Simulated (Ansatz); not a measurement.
The Sn1–H2 bond of CH4Sn (SMILES [CH3][SnH]) is stretched (multiplicity 1, the rest rigid).
Geometry at rest (charge 0, multiplicity 1):
```xyz
6

Sn     0.010     0.251     0.245
H     -0.346     1.413    -1.065
C     -0.013    -1.456    -1.158
H      0.737    -1.294    -1.936
H     -0.987    -1.503    -1.653
H      0.184    -2.403    -0.657
```

Correlated levels freeze the cores. Filled d and f shells under p-block atoms count as core.

Run with Ansatz (Gaussian orbitals). Values without a source in brackets are computed. In def2 rows elements past Kr take small-core potentials, without spin–orbit coupling.

Energies above the point at 1.787 Å (the B3LYP-D3(BJ) bond length), FIC-MRCISD+Q on CASSCF(2,2)/def2-TZVPP (kcal/mol): 5.04 at 1.609 Å; 3.15 at 1.966 Å; 66.12 at 5.720 Å.

Problem. Take the last value as the depth D of a Morse curve D(1 − e^(−a(R − R₀)))², fit a and R₀ to the two near points, and test it at 2.413 and 3.128 Å.

Solution. 
With D = 66.1, both near points (counted from the curve's value at 1.787 Å) are met by a = 1.37 Å⁻¹ and R₀ = 1.786 Å, so k = 2Da² = 248 kcal/(mol Å²). The curve then gives 22.0 and 46.8 kcal/mol; the level itself gives 22.7 and 50.5, so Morse is off by -0.7 and -3.8.

Ansatz is an electronic-structure program.
